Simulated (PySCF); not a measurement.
B2O2, SMILES O=BB=O. Geometry: PBE-D3(BJ)/def2-TZVP. One conformer was computed; it need not be the lowest.

Method: PBE-D3(BJ)/def2-TZVP in PySCF 2.14.0.

Harmonic wavenumbers (cm⁻¹): 205, 205, 482, 482, 602, 1897, 2059. Rotational constants (GHz): 3.458 (linear); symmetry number 2.

Problem. Work out the zero-point energy and the ideal-gas rigid-rotor harmonic-oscillator thermochemistry at 298.15 K and 1 atm.

Solution. ZPE = ½ Σ hcν = ½ × 5932 cm⁻¹ = 8.48 kcal/mol. H − E(el) = 11.65 kcal/mol. Entropy in cal/(mol K): translation 37.86, rotation 15.50, vibration 6.03, total 59.39. G − E(el) = -6.06 kcal/mol. Cp = 14.25 cal/(mol K).
